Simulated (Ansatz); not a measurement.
Basis-set series for AlH₅O₃Se (`[OH][Al-]([OH])([OH])[SeH2+]`). The species carries charge 0 and has multiplicity 1. All single points use the PBE0-D4/def2-TZVP geometry. It is one conformer, not always the lowest.

```json
{"functional": "PBE0-D4", "basis": "def2-TZVPP", "functions": "253", "energy (Eh)": "-2872.32807", "HOMO (eV)": "-7.92", "LUMO (eV)": "-0.59"}
{"functional": "PBE0-D4", "basis": "def2-QZVPP", "functions": "480", "energy (Eh)": "-2872.40121", "HOMO (eV)": "-7.98", "LUMO (eV)": "-0.66"}
{"functional": "ωB97M-V", "basis": "def2-TZVPP", "functions": "253", "energy (Eh)": "-2872.74473", "HOMO (eV)": "-10.18", "LUMO (eV)": "1.39"}
{"functional": "ωB97M-V", "basis": "def2-QZVPP", "functions": "480", "energy (Eh)": "-2872.81529", "HOMO (eV)": "-10.24", "LUMO (eV)": "0.89"}
```

Question: Give the rows for def2-SVP. (Best estimate.)

Answer: Ansatz gave: 
```
functional     basis  functions  energy (Eh)  HOMO (eV)  LUMO (eV)
   PBE0-D4  def2-SVP        117  -2871.64949      -7.67      -0.40
   ωB97M-V  def2-SVP        117  -2872.06132      -9.95       1.66
```

Positive LUMOs are unbound and depend on the basis. Scalar relativity is left out up to krypton.
